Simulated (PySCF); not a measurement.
# Ionisation energy of Se by level of theory

Se [Ar] 3d10 4s2 4p4 (3P) → Se+ [Ar] 3d10 4s2 4p3 (4S), as a difference of total energies. Calculation: PySCF 2.14, in cc-pVDZ-DK (5s4p2d, 27 functions); the spin-free X2C one-electron Hamiltonian (Gaussian nucleus). Correlated levels: valence: [Ar] 3d10 frozen. The calculations carry no spin-orbit coupling.

```
           method  ionisation energy (eV)
              UHF                   8.504
             MN15                   9.404
             PBE0                   9.574
    MP2 (valence)                   8.907
SCS-MP2 (valence)                   8.927
   CCSD (valence)                   8.927
CCSD(T) (valence)                   8.933
```

Errors of the correlated levels include the incompleteness of this basis and the frozen core.

Task: Which method comes closest to the reference value, and which is furthest?

Result: The reference is 9.635 eV (measured; NIST levels, between the centres of gravity of the two terms). Closest: PBE0 (error -0.061 eV); furthest: UHF (error -1.131 eV).
